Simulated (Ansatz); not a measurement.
Start from `CC(Cl)BCl` and change one atom or group to get `BC(C)Cl`.

Ansatz, PBE0-D4/def2-TZVP geometries, multiplicity 1. Each molecule was computed in one conformer, which needn't be the lowest. `CC(Cl)BCl` holds a close contact that its SMILES doesn't draw: B···Cl 2.43 Å. `BC(C)Cl` holds a close contact that its SMILES doesn't draw: Cl···B 2.13 Å.

| property | `CC(Cl)BCl` |
| --- | --- |
| HOMO energy (B3LYP/def2-TZVPP) / eV | -8.09 |
| size of the dipole moment (PBE/def2-TZVPP) / D | 1.97 |
| HOMO energy (PBE0/def2-TZVPP) / eV | -8.31 |
| ideal-gas entropy at 298 K and 1 bar (rigid rotor, harmonic PBE0-D4/def2-TZVP) / J/(mol·K) | 340 |
| HOMO energy (PBE/def2-TZVPP) / eV | -6.97 |
| HOMO energy (ωB97M-V/def2-TZVPP) / eV | -10.56 |

Problem. Give the same properties after the change, and the shifts. (An estimate is asked.)

Solution. The calculation gave: 
```tsv
property	`BC(C)Cl`	shift
HOMO energy (B3LYP/def2-TZVPP) / eV	-8.49	-0.40
size of the dipole moment (PBE/def2-TZVPP) / D	1.98	0.01
HOMO energy (PBE0/def2-TZVPP) / eV	-8.71	-0.40
ideal-gas entropy at 298 K and 1 bar (rigid rotor, harmonic PBE0-D4/def2-TZVP) / J/(mol·K)	300	-40
HOMO energy (PBE/def2-TZVPP) / eV	-7.36	-0.39
HOMO energy (ωB97M-V/def2-TZVPP) / eV	-10.97	-0.41
```

With PBE0 the HOMO falls by 0.40 eV and the LUMO rises by 0.97 eV, so the gap widens by about 1.37 eV. PBE moves the HOMO by -0.39 eV and ωB97M-V by -0.41 eV. Dipoles are sizes alone; their direction can turn.

Positive LUMOs are unbound, so they and the gaps depend on the basis.

B3LYP here is the variant with VWN-RPA as its local correlation; programs differ in this.
